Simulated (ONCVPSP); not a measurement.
# Reading a pseudo-wave (In)

Columns: radius, all-electron u(r) and pseudo u(r) of the 4s shell (level -127.12 eV) of indium in the configuration [Ar] 3d10 4s2 4p6 4d10 5s2; PBE, scalar-relativistic, ONCV scheme, ONCVPSP 4.0.1.

| r (bohr) | all-electron | pseudo |
| --- | --- | --- |
| 0.080 | 0.4604 | 0.1925 |
| 0.160 | -0.1192 | 0.3794 |
| 0.240 | -0.6842 | 0.5552 |
| 0.320 | -0.5763 | 0.7143 |
| 0.400 | -0.0949 | 0.8515 |
| 0.480 | 0.4404 | 0.9622 |
| 0.560 | 0.8654 | 1.0429 |
| 0.640 | 1.1332 | 1.0913 |
| 0.720 | 1.2567 | 1.1071 |
| 0.800 | 1.2693 | 1.0913 |
| 0.880 | 1.2078 | 1.0474 |
| 0.960 | 1.1035 | 0.9801 |
| 1.040 | 0.9793 | 0.8956 |
| 1.120 | 0.8506 | 0.8003 |
| 1.200 | 0.7269 | 0.7005 |
| 1.280 | 0.6134 | 0.6018 |
| 1.360 | 0.5124 | 0.5085 |
| 1.440 | 0.4248 | 0.4239 |
| 1.520 | 0.3498 | 0.3496 |
| 1.600 | 0.2866 | 0.2865 |
| 1.680 | 0.2337 | 0.2336 |
| 1.760 | 0.1899 | 0.1899 |
| 1.840 | 0.1538 | 0.1538 |
| 1.920 | 0.1243 | 0.1243 |
| 2.000 | 0.1002 | 0.1002 |
| 2.080 | 0.0806 | 0.0806 |

Problem. How many radial nodes do the two functions have?

Solution. The all-electron 4s function has n − l − 1 = 3 (the table is too coarse to show those close to the nucleus); the pseudo-wave has 0, since the states of the same l below it are removed with the core.

Problem. At about which radius was the pseudo-wave matched?

Solution. 1.60 bohr, where the columns begin to agree (steps of 0.08 bohr).

Problem. Is the pseudo-wave norm-conserving?

Solution. Yes: the ONCV scheme keeps the norm inside the radius equal to the all-electron one, which fixes the energy derivative of the logarithmic derivative at the level.
